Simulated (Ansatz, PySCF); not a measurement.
Reaction (SMILES): BOB + O (H2O) → 2 BO (H3BO)
Geometries: B3LYP-D3(BJ)/def2-TZVP minima from Ansatz (a program for electronic structure), one conformer each, not searched for the lowest.

Quantity: bond separation energy (electronic energy difference), in kcal/mol. Cores are frozen in the correlated levels unless marked. No spin-orbit coupling. No relativistic terms. CBS marks a two-point X^-3 extrapolation of the correlation energy; Hartree-Fock from the larger set. The bracket is a focal-point correction in the basis named.

```
level                                                                 program  bond separation energy (kcal/mol)  minus last row
-------------------------------------------------------------  --------------  ---------------------------------  --------------
HF/cc-pVDZ                                                             Ansatz                              -11.2            -3.9
HF/cc-pVQZ                                                             Ansatz                               -7.4            -0.1
r2SCAN-D3(BJ)/def2-TZVPD                                       Ansatz + dftd3                               -6.4             0.9
PBE0-D4/def2-TZVPD                                             Ansatz + dftd4                               -6.5             0.8
TPSSh-D3(BJ)/def2-TZVPD                                         PySCF + dftd3                               -6.1             1.2
r2SCAN0/def2-TZVPD                                                     Ansatz                               -6.7             0.6
CCSD(T)/6-31G*                                                         Ansatz                               -8.8            -1.5
CCSD(T)/cc-pVDZ                                                         PySCF                              -14.0            -6.7
CCSD(T)/cc-pwCVTZ                                                      Ansatz                               -9.4            -2.1
RI-MP2/CBS(aug-cc-pVTZ,aug-cc-pVQZ)+[CCSD(T)-MP2]/aug-cc-pVTZ          Ansatz                               -7.3             0.0
```
